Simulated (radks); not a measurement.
Results of a calculation; reference values are marked as such.
Problem. The mean radii <r> (bohr) of the occupied orbitals of an atom or ion are listed with their occupations. Level of theory: non-relativistic Kohn-Sham, LB94 model potential, spin-polarised, spherical densities, point nucleus (a radial shooting solver on a logarithmic mesh with Libxc functionals).

orbital  occ.      <r>
1s          2  0.05100
2s          2   0.2291
2p          6   0.1988
3s          2   0.6948
3p          6   0.7206
3d         10   0.8821
4s          2    2.524

Name the element and its charge. Open shells, if any, are filled with parallel spins first.

Solution. Z = 30, zinc, charge 0: Zn in [Ar] 3d10 4s2. The 1s radius gives Z: for a bare nucleus <r> = 1.5/Z, 0.05 bohr for Z = 30, and screening makes it slightly larger (0.05100 here). The occupations add up to 30, and the charge is Z minus that.
